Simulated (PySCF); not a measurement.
Run record: geometry optimisation, `[F][GeH2][C@H](F)[GeH3]`.

Method: PBE0-D3(BJ)/def2-SVP geometry optimisation, gas phase (PySCF 2.14.0). Start geometry: GFN2-xTB. The input is one job of a driver script: a line of settings, then coordinates in Å.

Input:
```
{"job": {"xc": "PBE0", "basis": "def2-SVP", "d3": "d3bj", "grid": 1, "kind": "geom"}, "charge": 0, "multiplicity": 1}
F      2.174148    -0.391891    -1.510852
Ge     1.486027    -0.787601     0.049264
C      0.169331     0.669798     0.369506
F      0.098683     0.867086     1.751618
Ge    -1.677222     0.310123    -0.253103
H      2.674885    -0.752009     0.973380
H      0.937092    -2.170721    -0.183983
H      0.561407     1.602631    -0.047429
H     -1.712301     0.222117    -1.741708
H     -2.562932     1.412945     0.228252
H     -2.143695    -0.979808     0.339091
```

Output:
```
step   0  E = -4393.93642830  max force = 0.017280
step   1  E = -4393.94021305  max force = 0.010366
step   2  E = -4393.94117887  max force = 0.002958
step   3  E = -4393.94121566  max force = 0.000827
step   4  E = -4393.94122527  max force = 0.000484
step   5  E = -4393.94123208  max force = 0.000825
step   6  E = -4393.94125260  max force = 0.001403
step   7  E = -4393.94133394  max force = 0.001982
step   8  E = -4393.94125611  max force = 0.002377
step   9  E = -4393.94136658  max force = 0.001689
step  10  E = -4393.94145925  max force = 0.000730
step  11  E = -4393.94158263  max force = 0.003173
step  12  E = -4393.94161409  max force = 0.002983
step  13  E = -4393.94164244  max force = 0.001130
step  14  E = -4393.94174653  max force = 0.002223
step  15  E = -4393.94179791  max force = 0.001417
step  16  E = -4393.94189414  max force = 0.001137
step  17  E = -4393.94195124  max force = 0.002161
step  18  E = -4393.94205609  max force = 0.002593
step  19  E = -4393.94208909  max force = 0.001250
step  20  E = -4393.94209704  max force = 0.000160
optimisation converged
```

Energies in Eh; «max force» is the largest Cartesian gradient component in Eh/bohr.

Question: At which steps does the energy rise by more than 1e-5 Eh?

Answer: At step 8 (+0.08 mEh).

Question: How much energy does the optimisation release, in eV?

Answer: E(step 0) − E(last step) = 0.005669 Eh, which is 0.154 eV.

In short: final energy -4393.94210 Eh after 20 steps; dipole 0.94 D.

Question: Give the final coordinates.

Answer: 0.601 Å rms from the input after alignment:
```
atom  x, y, z in Å
F1     1.4638   -0.6305   -1.6830
Ge2    1.5657   -0.5783    0.0643
C3     0.0703    0.5737    0.6067
F4    -0.1643    0.3249    1.9559
Ge5   -1.5827    0.2342   -0.4290
H6     2.9537   -0.0114    0.4024
H7     1.3534   -2.0100    0.5752
H8     0.3496    1.6354    0.4921
H9    -1.4315    0.8190   -1.8402
H10   -2.7451    0.9130    0.3144
H11   -1.8273   -1.2821   -0.4984
```

Question: Estimate the wall time. Hardware: an x86-64 server with one thread (shared host).

Answer: About 2.0 min.
Labels such as C1 count atoms from 1, the log's own numbers from 0.
